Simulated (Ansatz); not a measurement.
Input for Ansatz (a program for electronic structure): U-CCSD(T)/cc-pVDZ on NH2 (SMILES [NH2+]), 2S+1 = 1, a spin state set in the input, which need not be the lowest, at the other state's geometry. Charge +1.

Ansatz 0.2 input:
```yaml
crystal:
  periodic: [false, false, false]
  atoms:
    - {symbol: N, position_ang: [0.00013468, -0.05122920, 0.00000001]}
    - {symbol: H, position_ang: [-1.01097148, 0.17664562, -0.00000003]}
    - {symbol: H, position_ang: [1.01002872, 0.18195880, -0.00000003]}
basis:
  gaussian:
    orbitals: cc-pVDZ
total_charge: 1
correlation: {method: ccsd_t, electrons: outside_noble_gas}
scf: {omitted_lower_state_checks: [cluster_reference]}
magnetization: {spin_polarized: true, initial_magnetization: 0}
```

Program output:

```
WARN ansatz: RAYON_NUM_THREADS=2 ignored (pool sized by the plan → 2); use --threads N
Functional definition: HF
these checks for a lower state are left out or cut short: cluster_reference
integrals: 0.00 GiB planned
224 factors; integrals over basis functions are off by at most 1.3e-3 eV
mean field: 0.04 GiB planned
mean field evaluation 1: about -1499.0346 eV, gradient 1.2e1 eV
mean field evaluation 2: about -1499.0331 eV, gradient 1.2e1 eV
mean field evaluation 4: about -1499.6543 eV, gradient 4.4e-1 eV
mean field evaluation 8: about -1499.6553 eV, gradient 6.6e-5 eV
mean field evaluation 16: about -1501.5093 eV, gradient 1.8e-2 eV
mean field evaluation 32: about -1501.4901 eV, gradient 1.7e-2 eV
mean field evaluation 64: about -1501.5073 eV, gradient 4.7e-2 eV
mean field evaluation 96: about -1501.4901 eV, gradient 3.5e-6 eV
mean field -1501.50928459 eV, -55.1794484492 hartree, gradient 8.1e-7 eV, S^2 0.998391; 12 other end points of the search recorded, 0 dependent functions left out
1 core orbitals not correlated
reference -1501.50928459 eV, -55.1794484492 hartree; 3, 3 occupied and 20, 20 virtual orbitals, 224 factors
second order -2.85640773 eV of doubles, -0.00000000 eV of singles
coupled cluster: 0.05 GiB planned
cycle   1  -3.30007076 eV  change   -4.4e-1 eV  update   4.2e-2
cycle   2  -3.47462024 eV  change   -1.7e-1 eV  update   2.7e-2
cycle   3  -3.55009726 eV  change   -7.5e-2 eV  update   2.2e-2
cycle   4  -3.70185779 eV  change   -1.5e-1 eV  update   1.9e-2
cycle   5  -3.80419258 eV  change   -1.0e-1 eV  update   1.2e-2
cycle   6  -3.83456474 eV  change   -3.0e-2 eV  update   5.9e-3
cycle   7  -3.85032986 eV  change   -1.6e-2 eV  update   3.6e-3
cycle   8  -3.84536113 eV  change    5.0e-3 eV  update   2.2e-3
cycle   9  -3.85534028 eV  change   -1.0e-2 eV  update   9.1e-4
cycle  10  -3.85123533 eV  change    4.1e-3 eV  update   3.1e-4
cycle  11  -3.85302488 eV  change   -1.8e-3 eV  update   1.3e-4
cycle  12  -3.85236867 eV  change    6.6e-4 eV  update   5.1e-5
cycle  13  -3.85252124 eV  change   -1.5e-4 eV  update   1.6e-5
cycle  14  -3.85251468 eV  change    6.6e-6 eV  update   3.1e-6
coupled cluster: 0.05 GiB planned
perturbative correction -0.31340405 eV, -0.0115173864 hartree
WARN: the results are in doubt because among natural orbitals full CI differs from the method by +2.226 eV
Total energy: -1505.67520332 eV, -55.3325431388 hartree
In doubt: among natural orbitals full CI differs from the method by +2.226 eV
Checks for a lower state left out: cluster_reference
```

The run converged. Its determinant has ⟨S²⟩ = 1.00, a mixture of spin states.

Warnings raised: large difference.

Cost: about 1.3 core-seconds (a rough figure).
